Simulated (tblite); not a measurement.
Isomers of C6H11FO2Si. Computed with GFN2-xTB (tblite): harmonic, unscaled wavenumbers at the GFN2-xTB geometry, gas phase. The method is semi-empirical: single wavenumbers can be off by several per cent or more. Modes of hydrogen on silicon can be 10 to 20 % off. One conformer each.

Electronic energies: GFN2-xTB at the same geometries; isomer energies are rough at this level and their order can be wrong.

| SMILES | electronic energy, lowest = 0 (kcal/mol) |
| --- | --- |
| C[C@@H](F)[C@H]1CC[Si@H]1C(=O)O | 52.2 |
| CC/C(=C/[SiH2]CF)C(=O)O | 47.6 |
| CC(C)O[SiH2]/C(F)=C/C=O | 33.2 |
| C=CC(=O)[Si@@H](F)OC(C)C | 0.0 |
| CC[Si@@H]1O[C@H](OC)C=C1F | 29.2 |
| C=C(O[SiH2][C@H](C)F)C(C)=O | 22.6 |

How do GFN2-xTB zero-point energies change the relative energies?

| SMILES | ZPE (kcal/mol) | of it from modes above 1550 cm⁻¹ | electronic (kcal/mol) | with ZPE, lowest = 0 (kcal/mol) | lowest mode (cm⁻¹) | rings |
| --- | --- | --- | --- | --- | --- | --- |
| C=CC(=O)[Si@@H](F)OC(C)C | 99.6 | 51.7 | 0.0 | 0.0 | 8i | 0 |
| C=C(O[SiH2][C@H](C)F)C(C)=O | 98.2 | 50.6 | 22.6 | 21.2 | 33 | 0 |
| CC[Si@@H]1O[C@H](OC)C=C1F | 100.7 | 48.3 | 29.2 | 30.3 | 36 | 1 |
| CC(C)O[SiH2]/C(F)=C/C=O | 98.0 | 49.9 | 33.2 | 31.5 | 7 | 0 |
| CC/C(=C/[SiH2]CF)C(=O)O | 98.8 | 50.6 | 47.6 | 46.7 | 41 | 0 |
| C[C@@H](F)[C@H]1CC[Si@H]1C(=O)O | 100.9 | 49.3 | 52.2 | 53.5 | 26 | 1 |

The zero-point energies span 2.9 kcal/mol, from `CC(C)O[SiH2]/C(F)=C/C=O` to `C[C@@H](F)[C@H]1CC[Si@H]1C(=O)O`. Slightly imaginary modes are left out of the zero-point energy: `C=CC(=O)[Si@@H](F)OC(C)C` 8.3i cm⁻¹. The order is unchanged.

What do entropy and thermal enthalpy add at 298.15 K and 1 bar (rigid rotor, harmonic oscillator, one conformer each)?

```csv
SMILES,point group,symmetry number,S (cal/(mol K)),H − H(0) (kcal/mol),ZPE + H − H(0) − TS (kcal/mol)
C=C(O[SiH2][C@H](C)F)C(C)=O,C1,1,112.4,8.59,73.3
CC[Si@@H]1O[C@H](OC)C=C1F,C1,1,109.8,8.17,76.1
CC/C(=C/[SiH2]CF)C(=O)O,C1,1,111.7,8.45,73.9
C[C@@H](F)[C@H]1CC[Si@H]1C(=O)O,C1,1,111.4,8.19,75.9
```

Not tabulated: `C=CC(=O)[Si@@H](F)OC(C)C` (lowest mode only 8i cm⁻¹); `CC(C)O[SiH2]/C(F)=C/C=O` (lowest mode only 7 cm⁻¹).
